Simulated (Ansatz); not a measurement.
Born–Oppenheimer molecular dynamics of Cl₄GeHO (7 atoms, charge 0, multiplicity 2). It starts at the highest image of a converged band. Of that band: A structure lower than the first end lies on the path between it and the top, so the climb from that side starts below the end, which may itself be a saddle point or a shallow side well. Neighbouring images differ by up to 2.2 eV, so the band resolves the path poorly. A vibrational analysis at the climbing image gives no mode beyond 40i cm⁻¹: the surface is too flat there to confirm a saddle point.

Method: UHF/def2-SVP (Ansatz 0.2.0).

| Item | Value |
| --- | --- |
| ensemble | NVE (velocity Verlet) |
| time step | 0.5 fs |
| steps asked | 199 |
| starting velocities drawn for | 300 K |
| seed | 7186 |

Frames 5 fs apart, positions in Å, forces in eV/Å.

Velocities at 30 fs (Å/ps):

```
Ge -1.72 0.78 0.12
Cl -1.27 -1.48 2.27
Cl 2.11 1.21 -0.12
Cl 0.74 -2.73 -0.77
Cl -1.87 1.26 0.56
O 8.23 0.13 -4.58
H 3.85 3.10 -4.19
```

```xyz
7
Properties=species:S:1:pos:R:3:forces:R:3 time_fs=30 energy_less_start_eV=0.052 T=220
Ge -0.118 0.423 0.056 -0.65 0.22 -0.25
Cl 1.006 -0.310 4.479 -0.21 -0.22 -0.16
Cl 1.824 0.201 -0.795 0.32 -0.15 -0.06
Cl -1.412 1.254 -1.480 0.16 0.01 0.18
Cl -1.001 -1.521 0.488 0.16 -0.02 0.05
O -0.039 0.014 3.220 -0.20 0.16 -0.31
H -0.502 -0.778 2.946 0.41 0.00 0.55
7
Properties=species:S:1:pos:R:3:forces:R:3 time_fs=35 energy_less_start_eV=0.024 T=263
Ge -0.127 0.427 0.056 -0.26 0.11 -0.25
Cl 0.999 -0.318 4.489 -0.04 -0.04 -0.02
Cl 1.835 0.207 -0.796 0.03 -0.12 0.07
Cl -1.408 1.240 -1.484 0.05 0.09 0.04
Cl -1.010 -1.515 0.491 0.17 -0.03 0.06
O 0.002 0.017 3.195 0.07 0.22 -0.02
H -0.452 -0.785 2.976 -0.02 -0.23 0.13
7
Properties=species:S:1:pos:R:3:forces:R:3 time_fs=40 energy_less_start_eV=0.046 T=229
Ge -0.138 0.431 0.056 0.14 -0.02 -0.21
Cl 0.991 -0.326 4.500 0.26 0.26 0.19
Cl 1.847 0.212 -0.796 -0.24 -0.09 0.19
Cl -1.403 1.227 -1.487 -0.08 0.19 -0.12
Cl -1.017 -1.509 0.494 0.17 -0.04 0.06
O 0.043 0.021 3.170 0.03 -0.48 0.28
H -0.394 -0.813 3.039 -0.28 0.18 -0.39
7
Properties=species:S:1:pos:R:3:forces:R:3 time_fs=45 energy_less_start_eV=0.054 T=216
Ge -0.147 0.436 0.054 0.51 -0.10 -0.17
Cl 0.986 -0.333 4.512 0.21 0.25 0.12
Cl 1.857 0.216 -0.795 -0.48 -0.06 0.29
Cl -1.399 1.216 -1.491 -0.21 0.27 -0.27
Cl -1.024 -1.503 0.498 0.16 -0.07 0.07
O 0.084 0.018 3.149 -0.12 -0.69 0.28
H -0.393 -0.800 3.023 -0.08 0.41 -0.31
7
Properties=species:S:1:pos:R:3:forces:R:3 time_fs=50 energy_less_start_eV=0.059 T=209
Ge -0.156 0.440 0.052 0.78 -0.13 -0.16
Cl 0.981 -0.338 4.525 -0.15 -0.03 -0.18
Cl 1.864 0.220 -0.792 -0.64 -0.05 0.35
Cl -1.397 1.206 -1.496 -0.29 0.32 -0.38
Cl -1.029 -1.498 0.502 0.14 -0.09 0.08
O 0.124 0.009 3.132 0.22 0.33 0.10
H -0.426 -0.736 2.938 -0.07 -0.35 0.19
7
Properties=species:S:1:pos:R:3:forces:R:3 time_fs=55 energy_less_start_eV=0.085 T=169
Ge -0.161 0.444 0.050 0.90 -0.16 -0.14
Cl 0.976 -0.343 4.536 -0.27 -0.13 -0.26
Cl 1.866 0.223 -0.787 -0.70 -0.04 0.37
Cl -1.396 1.198 -1.505 -0.33 0.34 -0.43
Cl -1.034 -1.493 0.507 0.13 -0.09 0.08
O 0.166 0.000 3.115 -0.07 0.14 -0.16
H -0.446 -0.703 2.904 0.34 -0.07 0.53
7
Properties=species:S:1:pos:R:3:forces:R:3 time_fs=60 energy_less_start_eV=0.059 T=208
Ge -0.164 0.447 0.047 0.81 -0.19 -0.11
Cl 0.969 -0.349 4.546 0.01 0.08 -0.08
Cl 1.864 0.226 -0.779 -0.66 -0.04 0.34
Cl -1.398 1.193 -1.516 -0.30 0.33 -0.41
Cl -1.037 -1.489 0.512 0.15 -0.06 0.06
O 0.208 -0.005 3.098 -0.04 -0.14 0.19
H -0.416 -0.711 2.973 0.04 0.01 0.00
7
Properties=species:S:1:pos:R:3:forces:R:3 time_fs=65 energy_less_start_eV=0.078 T=180
Ge -0.164 0.450 0.043 0.57 -0.18 -0.11
Cl 0.963 -0.355 4.556 0.35 0.27 0.18
Cl 1.857 0.229 -0.769 -0.53 -0.05 0.28
Cl -1.402 1.190 -1.529 -0.22 0.28 -0.31
Cl -1.040 -1.485 0.518 0.16 -0.02 0.05
O 0.250 -0.012 3.083 0.01 -0.28 0.48
H -0.377 -0.718 3.038 -0.35 -0.02 -0.56
7
Properties=species:S:1:pos:R:3:forces:R:3 time_fs=70 energy_less_start_eV=0.050 T=223
Ge -0.163 0.452 0.040 0.24 -0.09 -0.17
Cl 0.958 -0.358 4.566 0.23 0.14 0.14
Cl 1.847 0.231 -0.757 -0.32 -0.08 0.19
Cl -1.407 1.188 -1.545 -0.10 0.20 -0.16
Cl -1.041 -1.481 0.524 0.17 0.00 0.04
O 0.290 -0.025 3.075 -0.46 -0.54 0.19
H -0.383 -0.700 2.990 0.25 0.36 -0.23
7
Properties=species:S:1:pos:R:3:forces:R:3 time_fs=75 energy_less_start_eV=0.056 T=214
Ge -0.160 0.454 0.035 -0.15 0.04 -0.24
Cl 0.955 -0.361 4.577 -0.13 -0.10 -0.06
Cl 1.834 0.233 -0.744 -0.06 -0.11 0.07
Cl -1.413 1.189 -1.562 0.04 0.11 0.00
Cl -1.041 -1.478 0.530 0.16 0.02 0.03
O 0.326 -0.042 3.070 0.22 0.43 -0.17
H -0.378 -0.648 2.890 -0.09 -0.39 0.36
7
Properties=species:S:1:pos:R:3:forces:R:3 time_fs=80 energy_less_start_eV=0.064 T=202
Ge -0.158 0.455 0.030 -0.57 0.14 -0.23
Cl 0.951 -0.365 4.589 -0.15 -0.10 -0.09
Cl 1.821 0.235 -0.730 0.25 -0.14 -0.06
Cl -1.418 1.189 -1.579 0.16 0.03 0.15
Cl -1.040 -1.474 0.537 0.16 0.03 0.01
O 0.363 -0.056 3.062 -0.01 0.23 -0.24
H -0.357 -0.649 2.871 0.16 -0.19 0.46
7
Properties=species:S:1:pos:R:3:forces:R:3 time_fs=85 energy_less_start_eV=0.059 T=209
Ge -0.158 0.458 0.025 -0.96 0.19 -0.16
Cl 0.946 -0.368 4.599 0.19 0.13 0.08
Cl 1.810 0.235 -0.716 0.55 -0.17 -0.18
Cl -1.423 1.190 -1.595 0.24 -0.03 0.24
Cl -1.038 -1.470 0.543 0.16 0.05 -0.01
O 0.399 -0.066 3.051 -0.35 -0.36 0.22
H -0.308 -0.698 2.945 0.18 0.19 -0.19
```

Of the whole run (100 fs, mean temperature of the second half 197 K): The conserved energy stayed within 0.024 meV per atom of its start (net change 0.017 meV per atom), so the integration is sound. A run of 0.1 ps of so small a system gives no equilibrium averages.

Time of the run: 8.6 min on 4 threads of Arm Neoverse V1 (shared host), peak memory 0.54 GiB.
